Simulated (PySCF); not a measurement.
C4H12SSi, SMILES CCC[SiH2]SC, singlet at its GFN2-xTB optimised geometry (Å):

```
18

C      1.4054    -0.4593     0.0000
C     -0.1163    -0.4593     0.0000
C     -0.7016     0.9492     0.0000
Si    -0.2452     1.9593    -1.5322
S     -1.5632     3.6543    -1.5468
C     -0.8958     4.5281    -2.9927
H      1.7874    -1.4740     0.0878
H      1.7849     0.1231     0.8367
H      1.7892    -0.0270    -0.9207
H     -0.4705    -0.9935     0.8861
H     -0.4765    -1.0034    -0.8756
H     -0.3661     1.4740     0.8970
H     -1.7892     0.8823     0.0740
H     -0.4557     1.2233    -2.7820
H      1.1180     2.4963    -1.5155
H     -0.9918     3.9015    -3.8735
H      0.1456     4.7789    -2.8181
H     -1.4813     5.4330    -3.1141
```

Computed with B3LYP/def2-SVP run with PySCF.

Map of the Laplacian of the electron density (e/bohr⁵), clipped to [-1.50, 1.50] on the plane z = 1.0 Å:

```
|@@@@@@@@@@@@@@@@@@@@@@@@@@@@@|
|@@@@@@@@@@@@@@@@@@@@@@@@@@@@@|
|@@@@@@@@@@@@@@@@@@@@@@@@@@@@@|
|@@@@@@@@@@@@@@@@@@@@@@@@@@@@@|
|@@@@@@@@@@@@@@@@@@@@@@@@@@@@@|
|@@@@@@@@@@@@@@@@@@@@@@@@@@@@@|
|@@@@@@@@@@@@@@@@@@@@@@@@@@@@@|
|@@@@@@@@@@@@@@@@@@@@@@@@@@@@@|
|@@@@@@@@@@@@%#@@@@@@@@@@@@@@@|
|@@@@@@@@@@@@+ @@@@@@@@@@@@@@@|
|@@@@@@@@@@@@%#@@@@@@@@@@@@@@@|
|@@@@@@@@@@@@@@@@@@@@@@@@@@@@@|
|@@@@@@@@@@@@@@@@@@@@@@@@@@@@@|
|@@@@@@@@@@@@@@@@@@@@#%@@@@@@@|
|@@@@@@@@@@@@@@@@@@@%+#@@@@@@@|
|@@@@@@@@@@@@@@@@@@@@@@@@@@@@@|
|@@@@@@@@@@@@@@@@@@@@@@@@@@@@@|
|@@@@@@@@@@@@=+@@@@@@@@@@@@@@@|
|@@@@@@@@@@@@*#@@@@@@@@@@@@@@@|
|@@@@@@@@@@@@@@@@@@@@@@@@@@@@@|
|@@@@@@@@@@@@@@@@@@@@@@@@@@@@@|
|@@@@@@@@@@@@@@@@@@@@@@@@@@@@@|
|@@@@@@@@@@@@@@@@@@@@@@@@@@@@@|
|@@@@@@@@@@@@@@@@@@@@@@@@@@@@@|
|@@@@@@@@@@@@@@@@@@@@@@@@@@@@@|
|@@@@@@@@@@@@@@@@@@@@@@@@@@@@@|
|@@@@@@@@@@@@@@@@@@@@@@@@@@@@@|
|@@@@@@@@@@@@@@@@@@@@@@@@@@@@@|
|@@@@@@@@@@@@@@@@@@@@@@@@@@@@@|
```
Scale: ten equal steps from -1.50 (start of ' ') to 0.122 (end of '@'), in the order ' .:-=+*#%@'; x runs from -4.00 to 4.00, y from -4.00 (bottom) to 4.00 (top).
